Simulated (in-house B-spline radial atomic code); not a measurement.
RPA correlation on PBEsol: the mercury ion Hg²⁺

Configuration [Xe] 4f14 5d10, mean-field start PBEsol. Computed with an all-electron radial atomic-structure program (B-spline basis): all electrons, scalar-relativistic (spin-free one-electron X2C), finite nucleus, each spin shell either full or empty, empty states to l = 9 with an (l + 1/2)⁻⁴ tail; G0W0 by contour deformation at full frequency.

Without the two-electron picture change, the correlation of inner shells comes somewhat too large for so heavy an element.

The highest G0W0 level has too low a weight to be given.

Command:
```bash
python run_gw.py task.json out
```
Settings (radii: box in bohr, nucleus in fm):
```
Z                        80
electrons                78
configuration            [Xe] 4f14 5d10
hamiltonian              x2c
method                   pbesol
lmax                     9
rms_radius               5.4648
spin_polarised           False
box_radius               17.55
intervals                68
```

Cost of the run: 7.6 s on 1 thread of Arm Neoverse N1 (shared host).

Energies (hartree):

| term | value |
| --- | --- |
| mean-field total | -19619.14833 |
| Hartree-Fock functional on these orbitals | -19619.12503 |
| direct second order | -8.1025 |
| second-order exchange | 1.9991 |
| SOSEX correction | 1.8755 |

(1) What is the RPA correlation energy, and what remains with SOSEX?

Results:

(1) RPA gives -7.0699 hartree (-2.47 eV per electron); RPA + SOSEX gives -5.1944, and the second-order doubles -6.1034 hartree (no singles). SOSEX takes back 27 % of the RPA value.
